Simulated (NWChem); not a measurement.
trisilylamine (Si₃NH₉); SMILES [SiH3]N([SiH3])[SiH3]

Results from NWChem. Pople sets run with spherical d functions. B3LYP is NWChem's, with the RPA form of VWN correlation. The level has its own optimisation; frequencies are unscaled.

Estimate the computed values for B3LYP/6-31G*. Quantities: r N–Si (Å); r H–Si (Å); highest harmonic frequency (cm⁻¹); lowest (cm⁻¹); zero-point energy (kcal/mol).


```yaml
r N–Si (Å): 1.754
r H–Si (Å): 1.488
highest harmonic frequency (cm⁻¹): 2256
lowest (cm⁻¹): 74
zero-point energy (kcal/mol): 52.0
```
